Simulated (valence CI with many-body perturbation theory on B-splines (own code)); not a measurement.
# Kr4+ in brief

Calculated by valence CI with perturbative core correlation (CI+MBPT): four valence electrons over a frozen Dirac-Fock core [Ar] 3d10, a basis of 9 s, 9 p, 8 d, 6 f, 3 g, 1 h functions for each j, with the one-electron correlation potential Σ1, the two-electron term Σ2, the three-electron term Σ3, Breit, model QED; selected CI, second order for the rest, scaled by the run's own slope (own B-spline code, finite nucleus).

Against 27 measured levels this calculation errs by 134 cm⁻¹ on average and by 779 at most. These come from a selection out of Saloman, J. Phys. Chem. Ref. Data 36, 215 (2007). Levels without a partner in it may be off by more. Among the levels kept, up to 320 cm⁻¹ of a level comes from second order outside the variational space, and about a tenth of that is noise between levels of different J, which matters for small intervals.

Rates and lifetimes use the calculated energies. Strong lines usually hold to 10 to 20 %, long lifetimes can be off by a factor of two.

**Question.** What is the ground level?

**Answer.** 4s2 4p2 3P_0, composition 94 % 4s2 4p2 3P + 3 % 4s2 4p2 1S.

**Question.** Among levels below 261020 cm⁻¹, which E1 lines absorb most strongly from the ground level?

**Answer.** to 4s2 4p 4d 3P°_1 at 46.75 nm, f = 2.38; to 4s 4p3 3S°_1 at 53.98 nm, f = 0.330; to 4s2 4p 4d 3D°_1 at 45.72 nm, f = 0.153.

**Question.** Name the longest-lived excited levels whose lifetime is computed, and their main decay.

**Answer.** 4s2 4p2 3P_2 at 7589 cm⁻¹ lives 1.41 s, mostly by M1 to 4s2 4p2 3P_1; 4s2 4p2 3P_1 at 3736 cm⁻¹ lives 1.10 s, mostly by M1 to 4s2 4p2 3P_0; 4s2 4p2 1D_2 at 19763 cm⁻¹ lives 91.0 ms, mostly by M1 to 4s2 4p2 3P_2.

**Question.** How well does LS coupling describe the low levels?

**Answer.** Among the lowest 20 levels the leading LS term, summed over configurations, holds 90 % on average. For single configurations the figures are 82 % in LS and 66 % in jj coupling. Terms mix most in the J = 1 level at 213900 cm⁻¹, where the leading one holds 51 %.

**Question.** Where does the other parity begin?

**Answer.** At 4s 4p3 5S°_2, 97390 cm⁻¹.
